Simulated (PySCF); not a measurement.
**Bonding in `COC(=CF)OC`**

Species: C4H7FO2.
Atom-mapped SMILES: `[CH3:1][O:2][C:3](=[CH:4][F:5])[O:6][CH3:7]` (hydrogens: H8, H9, H10 on C1; H11 on C4; H12, H13, H14 on C7)

Geometry (GFN2-xTB, Å), atoms numbered from 1 in this order:
```
atom  x, y, z in Å
C1    -1.7390   -0.9148    0.0978
O2    -0.3472   -0.6870    0.0034
C3     0.1036    0.5886   -0.0008
C4    -0.5730    1.7376    0.0706
F5    -1.9265    1.8279    0.1657
O6     1.4548    0.6916   -0.0925
C7     2.1914   -0.5159   -0.1636
H8    -1.8541   -1.9971    0.0836
H9    -2.1459   -0.5133    1.0281
H10   -2.2726   -0.4766   -0.7479
H11   -0.0826    2.6933    0.0565
H12    3.2332   -0.2091   -0.2272
H13    2.0373   -1.1291    0.7274
H14    1.9199   -1.0967   -1.0482
```

Bond orders from the PBE0/pcSseg-1 density (PySCF). Geometry: GFN2-xTB, one conformer, isolated molecule.

Problem. Where do the orders between heavy atoms depart from those drawn in the SMILES?

Solution. The largest departure is 0.273, at C3–C4 (drawn double, 1.727). Drawn single, order below 0.88: C1–O2 (0.873).

Problem. Set the Mayer orders of the bonds beside their lengths.

Solution. 
```csv
bond,drawn as,length (Å),Mayer order
C1–O2,single,1.414,0.873
O2–C3,single,1.353,1.021
C3–C4,double,1.335,1.727
C4–F5,single,1.360,0.904
C3–O6,single,1.358,1.007
O6–C7,single,1.416,0.888
C1–H8,single,1.089,0.969
C1–H9,single,1.092,0.963
C1–H10,single,1.092,0.963
C4–H11,single,1.074,0.961
C7–H12,single,1.088,0.969
C7–H13,single,1.093,0.965
C7–H14,single,1.093,0.965
```

Bonds between the same two heavy elements. C–O: lowest C1–O2 (0.873, 1.414 Å), highest O2–C3 (1.021, 1.353 Å).

Problem. Sum the orders of all bonds at each heavy atom with more than one neighbour and set the sums beside the valence in the SMILES.

Solution. C1 3.768 (drawn 4), O2 1.894 (drawn 2), C3 3.755 (drawn 4), C4 3.592 (drawn 4), O6 1.895 (drawn 2), C7 3.787 (drawn 4). Orders between atoms that aren't bonded are not in these sums.

Mayer orders depend on the basis set.

The run behind these numbers computed NMR shieldings as well. Time: 25 s of wall time; peak memory 0.71 GiB. Hardware: Arm Neoverse N1, one thread, shared host with 64 logical CPUs at a one-minute load of 36.
